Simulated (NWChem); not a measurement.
System meant: C2H6ClNSi; SMILES C=C[Si@@H](N)Cl

Here is an NWChem input.

```
start job
memory heap 200 mb stack 900 mb global 1100 mb
geometry units angstroms noautosym nocenter noautoz
  C      0.563621    -2.481597     0.436173
  C      0.920103    -1.318794    -0.122585
  Si    -0.319491    -0.000117    -0.551560
  N     -1.762644    -0.281678     0.336256
  Cl     0.611614     1.830720    -0.141736
  H     -0.484734    -2.707293     0.661749
  H      1.297527    -3.254840     0.690310
  H      1.981192    -1.134362    -0.333254
  H     -0.691311     0.062329    -1.990891
  H     -1.721663    -0.350692     1.348007
  H     -2.624582     0.163007     0.039751
end
basis spherical
  * library def2-svp
end
dft
  xc m06-2x
  iterations 150
end
property
  shielding
end
task dft property
```

End of the output:

```
 Vector   31  Occ=0.000000D+00  E= 1.051727D-01
              MO Center= -2.4D-01, -8.4D-02, -4.4D-01, r^2= 5.7D+00
   Bfn.  Coefficient  Atom+Function         Bfn.  Coefficient  Atom+Function
  ----- ------------  ---------------      ----- ------------  ---------------
    40      1.044412   3 Si py               95     -0.582179   9 H  s
    17      0.506860   2 C  s                85     -0.504349   7 H  s
    64     -0.493997   5 Cl s               100      0.472766  10 H  s
    31      0.467203   3 Si s                90     -0.427601   8 H  s
    72      0.412307   5 Cl py               41     -0.323438   3 Si pz

 center of mass
 --------------
 x =   0.05846361 y =   0.12694316 z =  -0.20305114

 moments of inertia (a.u.)
 ------------------
         896.334268729111         -33.837735160866          19.968380494710
         -33.837735160866         387.454327471582          89.129340395392
          19.968380494710          89.129340395392        1148.902523677258

     Multipole analysis of the density
     ---------------------------------

     L   x y z        total         alpha         beta         nuclear
     -   - - -        -----         -----         ----         -------
     0   0 0 0     -0.000000    -28.000000    -28.000000     56.000000

     1   1 0 0     -0.557967     -0.510314     -0.510314      0.462660
     1   0 1 0     -0.589444      0.532355      0.532355     -1.654155
     1   0 0 1      0.312078      5.334229      5.334229    -10.356379

     2   2 0 0    -29.877260   -109.029636   -109.029636    188.182012
     2   1 1 0     -2.404790     -4.439052     -4.439052      6.473315
     2   1 0 1     -1.125020      5.671484      5.671484    -12.467988
     2   0 2 0    -34.871863   -239.342563   -239.342563    443.813264
     2   0 1 1     -0.928435     26.048095     26.048095    -53.024625
     2   0 0 2    -32.925315    -40.445106    -40.445106     47.964897

          -----------------------------------------
          Chemical Shielding Tensors (GIAO, in ppm)
          -----------------------------------------

 ------------------------------------------------------------------------
  xm06: d2 not coded                    0
 ------------------------------------------------------------------------
 ------------------------------------------------------------------------
  current input line :
    26: task dft property
 ------------------------------------------------------------------------
 ------------------------------------------------------------------------
 This error has not yet been assigned to a category
 ------------------------------------------------------------------------
 For more information see the NWChem manual at https://nwchemgit.github.io

0: xm06: d2 not coded:Received an Error in Communication
```

Task: What is wrong, and how is it mended?

Result: The run crashed. Cause: this functional's second derivatives, which shieldings need, aren't coded here; the fix takes a hybrid GGA instead. This input runs:
```
start job
memory heap 200 mb stack 900 mb global 1100 mb
geometry units angstroms noautosym nocenter noautoz
  C      0.563621    -2.481597     0.436173
  C      0.920103    -1.318794    -0.122585
  Si    -0.319491    -0.000117    -0.551560
  N     -1.762644    -0.281678     0.336256
  Cl     0.611614     1.830720    -0.141736
  H     -0.484734    -2.707293     0.661749
  H      1.297527    -3.254840     0.690310
  H      1.981192    -1.134362    -0.333254
  H     -0.691311     0.062329    -1.990891
  H     -1.721663    -0.350692     1.348007
  H     -2.624582     0.163007     0.039751
end
basis spherical
  C library def2-svp
  Si library def2-svp
  N library def2-svp
  Cl library def2-svp
  H library def2-svp
end
dft
  xc pbe0
  iterations 150
end
property
  shielding
end
task dft property
```
It converges to -883.56005 Ha (PBE0/def2-SVP, GIAO).
